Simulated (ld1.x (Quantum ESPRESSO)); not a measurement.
**What one change does to a pseudopotential (I, TM)**

```json
{"Element": "iodine (I)", "Generator": "ld1.x (Quantum ESPRESSO) 7.5", "Type": "norm-conserving Troullier–Martins (Kleinman–Bylander form)", "Functional": "PBE", "Relativity": "scalar-relativistic", "Frozen core": "[Kr]", "Valence charge": "17", "Reference configuration": "4d10 5s2 5p5", "Partial waves": "5p (bound): rc 1.95 bohr; 4d (bound): rc 1.20 bohr; 5s (bound): rc 1.75 bohr", "Local potential": "the s channel", "Core correction": "Bessel-smoothed model core inside 1.20 bohr"}
```

Change: wave 5p (bound): rc 1.95 bohr becomes 5p (bound): rc 2.86 bohr.

Cutoffs: the cutoffs (Ry, on a coarse ladder) from which the occupation-weighted sum of valence levels, in a spherical-Bessel basis at the reference potential, stays within 10 and 1 mRy of its value at 400 Ry; they do not see the model core or the augmentation charge, which bear on the density cutoff. Errors are all-electron minus pseudo energies relative to the spin-unpolarised reference configuration.

Question: Predict the effect on cutoff, ghosts and configuration errors.

Answer: The potential gets neither clearly harder nor softer (120 Ry and 200 Ry → 120 Ry and 200 Ry); the d channel sets the loose cutoff, while the largest relative change is in p, which becomes softer; of the 7 tests that both files solve, the error grows in 5 and shrinks in 2 by more than 15 % and 0.3 meV (median size 8.8 → 43.4 meV); neither file shows a bound ghost.

| quantity | base | changed |
| --- | --- | --- |
| cutoff, loose | 120 Ry | 120 Ry |
| cutoff, tight | 200 Ry | 200 Ry |
| loose cutoff by channel (10 mRy a level) | p 15 Ry, d 100 Ry, s 25 Ry | p 6 Ry, d 100 Ry, s 25 Ry |
| bound ghosts | none | none |
| error for 4d10 5s2 5p4, meV [ΔE 11.13 eV] | -1.1 | -1.9 |
| error for 4d10 5s2 5p3, meV [ΔE 30.98 eV] | +1.5 | -9.5 |
| error for 4d10 5s2 5p2, meV [ΔE 60.31 eV] | +8.8 | -43 |
| error for 4d10 5s1 5p5, meV [ΔE 22.11 eV] | -0.9 | +17 |
| error for 4d9 5s2 5p6, meV [ΔE 45.86 eV] | -583 | -420 |
| error for 4d9 5s2 5p5, meV [ΔE 58.25 eV] | -513 | -370 |
| error for 4d10 5s2 5p1, meV [ΔE 99.73 eV] | +19 | -144 |
